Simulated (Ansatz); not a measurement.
`C[O][InH][Cl]` + `CC1=C[SiH2]1` → `C[O][InH2]` + `ClCC1=C[SiH2]1` at 600 K and 1 bar (redistribution).

Isolated molecules relaxed with PBE0-D4/def2-TZVP in Ansatz; ΔE leaves out vibrations. CCSD(T)/CBS is the MP2 limit (def2-TZVPP, def2-QZVPP) plus CCSD(T) − MP2 in def2-TZVPP, frozen cores. def2 core potentials past Kr. For In outer-core shells are correlated without core-valence functions, which leaves a few kJ/mol of doubt a bond. Each species was taken in one conformer, which may not be the lowest.

| species | CCSD(T)/CBS energy (Eh) | H − E (kJ/mol) | S (J/(mol·K)) |
| --- | --- | --- | --- |
| `C[O][InH][Cl]` | -765.26650 | 180.2 | 432.6 |
| `CC1=C[SiH2]1` | -406.77515 | 248.0 | 378.6 |
| `C[O][InH2]` | -306.01914 | 186.3 | 386.5 |
| `ClCC1=C[SiH2]1` | -865.94776 | 231.8 | 421.0 |

H − E and S are ideal-gas, rigid-rotor, harmonic terms from PBE0-D4/def2-TZVP, for one conformer and one mirror image of each species. 1 Eh = 2625.50 kJ/mol, R = 8.31446 J/(mol·K).

Problem. By hand: ΔE, ΔH, ΔS and ΔG.

Solution. ΔE = (-306.01914) + (-865.94776) − (-765.26650) − (-406.77515) = 0.07475 Eh = 196.3 kJ/mol. Δ(H − E) = 186.3 + 231.8 − 180.2 − 248.0 = -10.1, so ΔH = 186.2 kJ/mol. ΔS = 386.5 + 421.0 − 432.6 − 378.6 = -3.7 J/(mol·K). ΔG = 186.2 − 600 × (-3.7)/1000 = 188.4 kJ/mol.

Problem. By hand: the equilibrium constant, and the temperature at which ΔG would vanish if ΔH and ΔS stayed fixed.

Solution. log₁₀ K = −ΔG/(RT ln 10) = -16.4. ΔH and −TΔS have one sign here, so there is no such temperature.

The number of gas molecules stays the same, so ΔS is small and ΔH decides. A doubt of 5 kJ/mol in ΔE shifts log₁₀ K by 0.4 here. Other conformers and mirror images would add mixing entropy, several J/(mol·K) or more a flexible species. Modes under 60 cm⁻¹, often nearly free rotors, make the harmonic entropy too high. These are equilibria of isolated gas molecules and say nothing of rates. Largest T1 diagnostic: 0.017 (customary marks: 0.02 for closed shells, 0.045 for open ones).

ΔS is within the doubt of such terms, so its sign, and with it that verdict, could turn.
